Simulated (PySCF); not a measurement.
Species: C₇H₁₃PS.
Cartesian coordinates in Å at the GFN2-xTB level; atoms count from 1:
```
atom  x, y, z in Å
C1     2.404   -1.037    0.390
C2     1.751    0.117    0.357
C3     2.437    1.416    0.053
P4    -0.008    0.302    0.840
C5    -0.655   -1.419    0.539
C6    -2.174   -1.413    0.482
S7    -2.798   -0.662   -1.053
C8    -2.152    1.021   -0.812
C9    -0.635    1.051   -0.755
H10    3.458   -1.088    0.167
H11    1.932   -1.972    0.636
H12    2.141    2.174    0.779
H13    2.158    1.776   -0.938
H14    3.518    1.299    0.083
H15   -0.246   -1.827   -0.390
H16   -0.335   -2.047    1.376
H17   -2.572   -2.429    0.481
H18   -2.604   -0.863    1.322
H19   -2.593    1.420    0.104
H20   -2.523    1.592   -1.664
H21   -0.300    2.092   -0.787
H22   -0.214    0.517   -1.612
```

NICS = −σ at a ghost point: NICS(0) at the centroid of the ring atoms, NICS(1) 1 Å to either side along the normal of their mean plane, zz for the tensor component along that normal. Level: GIAO PBE0/pcSseg-1 (PySCF, non-relativistic, gas phase) on the GFN2-xTB geometry, one conformer.

Ring bond lengths (Å), with Mayer bond orders in brackets: P4–C5 1.863 (0.96), C5–C6 1.520 (1.01), C6–S7 1.820 (1.01), S7–C8 1.819 (1.01), C8–C9 1.518 (1.02), C9–P4 1.870 (0.94).

Question: Give the NICS values of each ring in ppm.

Answer: 
```
             ring                                                   type  NICS(0)  NICS(1), two faces  NICS(1)zz, two faces  rms pucker (Å)  centre to ring atoms, mean (Å)
P4–C5–C6–S7–C8–C9  6-membered ring with P and S; formal bonds all single     -3.4         -2.7 / -1.9             3.6 / 6.2            0.32                            1.64
```

Question: What do they say, and how far can they be read as aromaticity?

Answer: 
- P4–C5–C6–S7–C8–C9: mean NICS(1)zz 4.9 ppm, deshielded. C5, C6, C8, C9 have four or more neighbours; no verdict on aromaticity is drawn.

Question: Give the inner angles of the rings and the Hirshfeld charges of the ring atoms.

Answer: 
- P4–C5–C6–S7–C8–C9: P4 96.7° (+0.148 e), C5 110.5° (-0.120 e), C6 112.1° (-0.075 e), S7 98.5° (-0.017 e), C8 112.2° (-0.076 e), C9 111.0° (-0.120 e); sum 641.0° against 720° for a flat convex ring.

Question: What are the shieldings of the ring atoms and their hydrogens in the same run (means over atoms taken as equivalent)?

Answer: 
```
   atoms                     environment  σ isotropic (ppm)  principal values of the symmetric part, first atom (ppm)
      P4            phosphine phosphorus              364.1                                       300.3, 375.6, 416.5
 C5 (×2)  sp3 carbon bound to phosphorus              154.0                                       134.0, 160.4, 169.0
 C6 (×2)      sp3 carbon bound to sulfur              152.0                                       142.7, 149.7, 165.6
      S7                  sulfide sulfur              477.7                                       355.1, 478.8, 599.3
H15 (×4)              methylene hydrogen              29.69                                          26.3, 29.4, 33.6
H17 (×4)              methylene hydrogen              28.85                                          22.5, 27.2, 37.1
```
